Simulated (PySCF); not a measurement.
Spin states and ions at one geometry of [ReO3F]−

PySCF 2.14.0, UKS PBE, Re def2-SVP with ECP60, O def2-SVP, F def2-SVP; non-relativistic Hamiltonian with scalar-relativistic core potentials where named; density fitting; no spin-orbit coupling; singlets restricted, open shells unrestricted. The geometry is relaxed for charge -1, doublet, vacuum:

```xyz
5

Re    0.0418    0.0618    0.0943
O     1.1780    0.7596    1.2222
O    -1.1838   -0.7493    1.0558
O     0.9928   -0.7919   -1.1104
F    -1.2372    0.7694   -1.2044
```

Energies count from the relaxed state; an electron taken off or put on is at rest in vacuum. Charges and spins are Mulliken's.

```
                     state  energy (eV)  spin squared  charge on Re1 (e)  spin on Re1 (e)  dipole about the centre of mass (D)
charge -1, doublet, vacuum         0.00          0.75               0.67             0.77                                 0.65
charge -1, quartet, vacuum         4.13          3.76               0.54             1.39                                 0.52
 charge 0, singlet, vacuum         2.38          0.00               1.12             0.00                                 0.94
```

Question: What does the state charge 0, triplet, vacuum give?

Answer: energy (eV) 5.12, spin squared 2.01, charge on Re1 (e) 1.00, spin on Re1 (e) 0.61, dipole about the centre of mass (D) 0.62.

With an electron taken off (singlet, the lower of the two states computed) the charges change, summed by element, by Re +0.46 e, O +0.45 e, F +0.09 e. The vertical ionisation energy is 2.38 eV, against −ε(HOMO) = -0.95 eV over both spins of the relaxed state. The level lies 3.3 eV too high, as is usual for semilocal functionals and global hybrids, which keep a self-interaction error.

Open shells may have lower solutions than those found.
